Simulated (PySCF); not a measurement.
ClMoO$_{2}$ (SMILES [O]=[Mo](=[O])[Cl]), doublet, geometry from GFN2-xTB (such geometries of metal compounds can be far from the true shape) (the multiplicity is a formal guess) (core potentials on Mo); DF-B97M-V/def2-SVP run with PySCF.

PySCF was given this input:
```python
from pyscf import gto, scf, dft

mol = gto.M(
    atom='''
Mo    0.146691   -0.217231    0.154523
O     1.660147   -0.634869   -0.288702
O    -0.592797   -0.945739    1.413034
Cl   -0.864696    1.280504   -0.910859
''',
    basis='def2-svp',
    ecp={'Mo': 'def2-svp'},
    charge=0,
    spin=1,
    verbose=4,
)

mf = dft.UKS(mol)
mf.xc = 'b97m_v'
mf = mf.density_fit(auxbasis='def2-universal-jkfit')
mf.kernel()
```

Output, abridged:

```
PySCF version 2.14.0

[INPUT] verbose = 4
[INPUT] num. atoms = 4
[INPUT] num. electrons = 47
[INPUT] charge = 0
[INPUT] spin (= nelec alpha-beta = 2S) = 1
[INPUT] symmetry False subgroup None
[INPUT] Mole.unit = angstrom
[INPUT] Symbol           X                Y                Z      unit          X                Y                Z       unit  Magmom
[INPUT]  1 Mo     0.146691000000  -0.217231000000   0.154523000000 AA    0.277205814939  -0.410507095765   0.292006149946 Bohr   0.0
[INPUT]  2 O      1.660147000000  -0.634869000000  -0.288702000000 AA    3.137223156518  -1.199728534976  -0.545567711614 Bohr   0.0
[INPUT]  3 O     -0.592797000000  -0.945739000000   1.413034000000 AA   -1.120223977464  -1.787187695320   2.670247264699 Bohr   0.0
[INPUT]  4 Cl    -0.864696000000   1.280504000000  -0.910859000000 AA   -1.634038621007   2.419801861410  -1.721274048095 Bohr   0.0

nuclear repulsion = 189.183607271555
number of shells = 31
number of NR pGTOs = 141
number of NR cGTOs = 77
basis = def2-svp
ecp = {'Mo': 'def2-svp'}

******** <class 'pyscf.df.df_jk.DFUKS'> ********
method = DFUKS
initial guess = minao
damping factor = 0
level_shift factor = 0
DIIS = <class 'pyscf.scf.diis.CDIIS'>
diis_start_cycle = 1
diis_space = 8
diis_damp = 0
SCF conv_tol = 1e-09
SCF conv_tol_grad = None
SCF max_cycles = 50
direct_scf = False
number electrons alpha = 24  beta = 23
XC library pyscf.dft.libxc version 7.1.2
    S. Lehtola, C. Steigemann, M. J. T. Oliveira, and M. A. L. Marques,  SoftwareX 7, 1–5 (2018)
XC functionals = b97m_v
    N. Mardirossian and M. Head-Gordon,  J. Chem. Phys. 142, 074111 (2015)
radial grids:
    Treutler-Ahlrichs [JCP 102, 346 (1995); DOI:10.1063/1.469408] (M4) radial grids

becke partition: Becke, JCP 88, 2547 (1988); DOI:10.1063/1.454033
pruning grids: <function nwchem_prune>
grids dens level: 3
symmetrized grids: False
atomic radii adjust function: <function treutler_atomic_radii_adjust>
** Following is NLC and NLC Grids **
NLC functional = b97m_v
radial grids:
    Treutler-Ahlrichs [JCP 102, 346 (1995); DOI:10.1063/1.469408] (M4) radial grids

becke partition: Becke, JCP 88, 2547 (1988); DOI:10.1063/1.454033
pruning grids: <function nwchem_prune>
grids dens level: 3
symmetrized grids: False
atomic radii adjust function: <function treutler_atomic_radii_adjust>
small_rho_cutoff = 0
Set gradient conv threshold to 3.16228e-05
tot grids = 69488
tot grids = 69488
init E= -671.224281262231

cycle= 1 E= -678.074225974349  delta_E= -6.85  |g|= 1.02  |ddm|= 2.41
cycle= 2 E= -669.85352951285  delta_E= 8.22  |g|= 3.82  |ddm|= 3.46
cycle= 3 E= -678.432823282135  delta_E= -8.58  |g|= 0.346  |ddm|= 3.21
cycle= 4 E= -678.475796260144  delta_E= -0.043  |g|= 0.196  |ddm|=  0.6
cycle= 5 E= -678.49046396944  delta_E= -0.0147  |g|= 0.105  |ddm|= 0.326
cycle= 6 E= -678.497711758095  delta_E= -0.00725  |g|= 0.00694  |ddm|= 0.133
cycle= 7 E= -678.497742859612  delta_E= -3.11e-05  |g|= 0.0017  |ddm|= 0.00896
cycle= 8 E= -678.497746460803  delta_E= -3.6e-06  |g|= 0.000955  |ddm|= 0.00349
cycle= 9 E= -678.497747322031  delta_E= -8.61e-07  |g|= 0.00102  |ddm|= 0.00217
cycle= 10 E= -678.497747583331  delta_E= -2.61e-07  |g|= 0.000823  |ddm|= 0.00124
cycle= 11 E= -678.497748017692  delta_E= -4.34e-07  |g|= 6.78e-05  |ddm|= 0.00132
cycle= 12 E= -678.497748020385  delta_E= -2.69e-09  |g|= 1.66e-05  |ddm|= 9.62e-05
cycle= 13 E= -678.497748020585  delta_E= -2e-10  |g|= 6.71e-06  |ddm|= 2.84e-05
Extra cycle  E= -678.4977480204  delta_E= 1.85e-10  |g|= 2.19e-05  |ddm|= 2.32e-05
converged SCF energy = -678.4977480204  <S^2> = 0.75555828  2S+1 = 2.0055506
```
